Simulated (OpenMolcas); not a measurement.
# Os4+: ligand-field states by method

Os4+ with 6 ligands (water) in octahedral coordination (Th) at 1.99 Å. Ligand basis ANO-RCC-VDZP.

- Program: OpenMolcas 26.06
- Basis: ANO-RCC-VTZP [8s7p5d3f2g1h]
- Scalar Hamiltonian: DKH2, point nucleus
- Active space: 4 electrons in 5 orbitals (5d)
- State averaging: 2S+1 = 5 even, 5 roots; 2S+1 = 3 even, 45 roots; 2S+1 = 1 even, 50 roots
- Spin-orbit coupling: state interaction with AMFI integrals over the reference wave functions

I. CASSCF
II. SS-CASPT2, IPEA 0.25 Eh, imaginary shift 0.1 Eh (closed shells correlated: 5s 5p and the ligand valence shells)
III. SS-CASPT2, IPEA 0.25 Eh, sigma2 regulariser 0.3 Eh (closed shells correlated: 5s 5p and the ligand valence shells)

Spin-free states (labels of O, taken over from Oh, the nearest higher group) in cm-1, each column counted from its own energy of the first state listed:

```json
{"State": "3T1", "Degeneracy": "3", "I": "0", "II": "0", "III": "0"}
{"State": "1T2", "Degeneracy": "3", "I": "8745", "II": "6270", "III": "6270"}
{"State": "1E", "Degeneracy": "2", "I": "10179", "II": "6550", "III": "6550"}
{"State": "5E", "Degeneracy": "2", "I": "18509", "II": "22970", "III": "22960"}
{"State": "1A1", "Degeneracy": "1", "I": "20490", "II": "15580", "III": "15580"}
{"State": "3E", "Degeneracy": "2", "I": "33119", "II": "32720", "III": "32720"}
{"State": "2S+1 = 3", "Degeneracy": "3", "I": "34750", "II": "33860", "III": "33860"}
{"State": "2S+1 = 3", "Degeneracy": "3", "I": "35525", "II": "34400", "III": "34410"}
{"State": "2S+1 = 3", "Degeneracy": "1", "I": "36320", "II": "35210", "III": "35210"}
{"State": "2S+1 = 3", "Degeneracy": "1", "I": "37729", "II": "36410", "III": "36410"}
{"State": "3E", "Degeneracy": "2", "I": "39039", "II": "37260", "III": "37280"}
{"State": "1A2", "Degeneracy": "1", "I": "41244", "II": "38270", "III": "38270"}
```

From I to II, I's first state of the same spin (3E) moves from 33119 to 32720 cm-1, by about -400 cm-1.

From I to II, I's first state of another spin (1T2) moves from 8745 to 6270 cm-1, by about -2500 cm-1.

I: A least-squares ligand-field fit to the states below 45000 cm-1, each weighted by its degeneracy and with a free common offset, gives 10Dq = 36187 cm-1, B = 647 cm-1 and C = 2922 cm-1 (C/B = 4.52), with an rms deviation of 298 cm-1. The same method and metal basis give the free ion B = 872 cm-1 (fit to its terms below 60000 cm-1, rms deviation 26 cm-1), so the nephelauxetic ratio is β = 647 / 872 = 0.74; it hangs on how both fits weigh the states, and computed free-ion B values tend to be too large, so β mixes covalency with correlation.

χT at 300 K: I 0.21, II 0.19, III 0.19 cm3 K/mol.

The states above are spin-free; spin-orbit coupling is strong here and shifts and splits them by thousands of cm-1.

Roots that are degenerate in the reference are averaged as groups; the widest CASPT2 spread within a group is 1100 cm-1 (the 3-fold group of multiplicity 1 near 92600 cm-1 above the lowest state of its run, III). Shifts and gaps below about the spread of the groups concerned are not significant. Over all roots computed the reference weight is 0.67 to 0.70 in II, 0.67 to 0.70 in III; a low but even weight reflects the number of correlated electrons. The least metal-like active orbital is 73 % on the metal (Löwdin) and no ligand orbital is active, so the numbers are rough. Ligand-to-metal charge-transfer states are missing. With no ligand orbital active B as a rule stays too high, so bands that hang on it stand too high and its fall with covalency is understated. Without dynamic correlation the repulsion within the d shell is too large (B by tens of per cent), so at a given field states of lower spin stand too high (holds for I). With metal d orbitals alone the field can be off either way by tens of per cent (holds for I). With one d shell and no ligand orbital active, 10Dq can be off by a tenth or more (holds for II; III). No measured value stands beside these numbers; the geometry was imposed, not optimised, and the real ion may take another.

A state without a sure symmetry label is named by its multiplicity alone.
